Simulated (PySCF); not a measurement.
Ionising In2

UHF; basis In def2-SVP with ECP28; scalar-relativistic core potentials; PySCF 2.14. Neutral (UHF): triplet (σ ↑, π ↑), Re = 3.102 Å, ωe = 116 cm⁻¹, De = 0.59 eV, HOMO -5.27 eV, LUMO -0.27 eV.

In₂⁺ (UHF): doublet (σ ↑), Re = 3.631 Å, ωe = 70.3 cm⁻¹, De = 1.05 eV to In⁺ + In. The energies at the minima are -378.43438 hartree for In2 and -378.26025 for In₂⁺.

Problem. Work out the adiabatic ionisation energy, without and with harmonic zero-point energies (1 hartree = 27.2114 eV, 1 eV = 8065.5 cm⁻¹), and the change of the bond length.

Solution. At UHF: 0.17413 hartree = 4.738 eV between the minima; the zero-point term (70.3 − 116.0)/2 cm⁻¹ = -0.003 eV makes it 4.735 eV. Re changes by +52.9 pm against the neutral. The electron leaves a π orbital, and the longer bond of the ion fits a bonding orbital, or a change in how ionic the bond is.

These are scalar-relativistic numbers at best; spin–orbit coupling would shift them, the dissociation energy most. Hartree–Fock leaves out correlation, which carries a large part of most bond energies and some tenths to 1 eV of ionisation energies. States were picked by a PBE0 search and need not be the measured ground states.
